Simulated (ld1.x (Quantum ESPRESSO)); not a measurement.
**phosphorus (P): TM pseudisation with LDA (PZ), non-relativistic reference atom.**

* Element: P
* Generator: ld1.x (Quantum ESPRESSO) 7.5
* Type: norm-conserving Troullier–Martins (Kleinman–Bylander form)
* Functional: LDA (PZ)
* Relativity: non-relativistic
* Frozen core: [Ne]
* Valence charge: 5
* Reference configuration: 3s2 3p3
* Partial waves: 3p (bound): rc 1.20 bohr; 3d channel at -0.2 Ry: rc 1.55 bohr; 3s (bound): rc 1.55 bohr
* Local potential: the s channel
* Core correction: none

All-electron outer shells of the reference configuration (LDA (PZ), non-relativistic, ld1.x):

```tsv
shell	level (eV)	outermost node (bohr)	outermost maximum (bohr)
2p	-124.53	–	0.36
3s	-13.95	0.66	1.58
3p	-5.61	0.64	1.83
```

**Question.** Estimate the cutoffs (Ry, on a coarse ladder) from which the occupation-weighted sum of valence levels, in a spherical-Bessel basis at the reference potential, stays within 10 and 1 mRy of its value at 400 Ry.

**Answer.** 70 Ry and 100 Ry.

**Question.** What does a ghost test show?

**Answer.** No extra level below or beside the all-electron valence levels (p, d, s, f tested).

**Question.** Which valence shell sets the plane-wave cutoff?

**Answer.** 3p: its level needs 80 Ry to come within 1 mRy, against 45 Ry for 3s.

**Question.** Tests: 3s2 3p2; 3s2 3p1; 3s2 3p0; 3s1 3p4; 3s2 3p3.3; 3s1 3p3; 3s1 3p0. Which has the largest error in its energy relative to the reference configuration, and how large is it?

**Answer.** 3s1 3p0, with +457 meV (all-electron minus pseudo) on +111.06 eV.
